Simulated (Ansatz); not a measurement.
Ideal-gas functions of AsH$_{5}$OSi (`O[AsH][SiH3]`) at 600 K and 1 bar, from an Ansatz frequency run at PBE0-D4/def2-TZVP.

Molar mass 124.05 g/mol, point group C1 (symmetry number 1), electronic degeneracy 1, moments of inertia 51.376, 154.027, 194.413 u Å². Harmonic wavenumbers (cm⁻¹, unscaled): 121, 140, 200, 354, 445, 527, 654, 699, 811, 871, 928, 943, 1048, 2160, 2216, 2234, 2242, 3879.

Use S(trans) = R[1.5 ln M + 2.5 ln T − 1.1517]; rotational temperatures θ = 24.2544 K / I; S(rot) = R[ln(√π/σ · √(T³/θAθBθC)) + 1.5]; for each mode x = 1.438777 ν̃/T, S = R[x/(eˣ − 1) − ln(1 − e⁻ˣ)] and H = RT x/(eˣ − 1); 1 cm⁻¹ = 0.0119627 kJ/mol; R = 8.31446 J/(mol·K).

**Question.** By hand: the entropy, in J/(mol·K).

**Answer.** Translation 183.5. Rotation: θ = 0.4721, 0.1575, 0.1248 K, giving 116.5. Vibration, mode by mode: 18.63, 17.43, 14.50, 9.92, 8.16, 6.90, 5.38, 4.93, 3.98, 3.55, 3.19, 3.10, 2.54, 0.29, 0.26, 0.25, 0.25, 0.01, in all 103.3. Electronic 0.0. Sum 403.3 J/(mol·K).

**Question.** By hand: H − E and G − E in kJ/mol, counted from the electronic energy.

**Answer.** Zero-point energy ½ × 20472 × 0.0119627 = 122.5; thermal vibration 32.2; translation, rotation and pV give 4 RT = 20.0. H − E = 174.7 kJ/mol, and G − E = 174.7 − 600 × 403.3/1000 = -67.3 kJ/mol.

Vibration gives 26 % of the entropy, 36.1 J/(mol·K) of it from the modes under 150 cm⁻¹: soft modes count most, and the harmonic formula is weakest for them. The sum counts one conformer and one mirror image; others add a mixing term.
